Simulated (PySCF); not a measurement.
# Steps of a relaxation of [Eu(H2O)]3+

[Eu(H2O)]3+ (singlet in the valence; each metal's 4f electrons, 6 of them, lie in its core potential, out of spins and levels). PySCF 2.14.0, RKS PBE0, Eu lcecp-1-SVP with ECP52, O def2-SVP, H def2-SVP; non-relativistic Hamiltonian with scalar-relativistic core potentials where named; density fitting; no spin-orbit coupling. Origin of the start: template. Columns: position (Å) and force (eV/Å). Energies are counted from the last step; some of the 6 steps are shown. Forces carry noise of the integration grid, about 0.01 to 0.03 eV/Å.

Run from Python with OMP_NUM_THREADS=2. Where DIIS fails, smearing, a level shift and second-order steps follow.
It took 6.6 s on 2 threads of Arm Neoverse V1, with other jobs on the host, from the converged density of the start.

```xyz
4
step 0  E = 0.339 eV
Eu    0.0000    0.0000   -0.2688     0.00    0.00    1.87
O     0.0000    0.0000    2.2162     0.00    0.00   -3.14
H     0.7700    0.0000    2.8062     0.81    0.00    0.64
H    -0.7700    0.0000    2.8062    -0.81    0.00    0.64
```

```xyz
4
step 2  E = 0.020 eV
Eu    0.0000    0.0000   -0.0796     0.00    0.00   -0.26
O     0.0000    0.0000    2.1073     0.00    0.00    1.36
H     0.7803    0.0000    2.7661    -0.42    0.00   -0.55
H    -0.7803    0.0000    2.7661     0.42    0.00   -0.55
```

```xyz
4
step 3  E = 0.004 eV
Eu    0.0000    0.0000   -0.1013     0.00    0.00    0.23
O     0.0000    0.0000    2.1282     0.00    0.00    0.22
H     0.7802    0.0000    2.7665    -0.18    0.00   -0.22
H    -0.7802    0.0000    2.7665     0.18    0.00   -0.22
```

Question: Where does the relaxation end?

Answer: It converges at step 5 in C2v:
```xyz
4
step 5  E = 0
Eu    0.0000    0.0000   -0.0847
O     0.0000    0.0000    2.1288
H     0.7792    0.0000    2.7579
H    -0.7792    0.0000    2.7579
```

Question: How did the contacts change?

Answer: 
```json
{"contact": "Eu1–O2 (H2O)", "start (Å)": "2.485", "end (Å)": "2.213"}
```


An lcecp potential fixes the number of 4f electrons, so in runs with it no electron can move into or out of that shell.
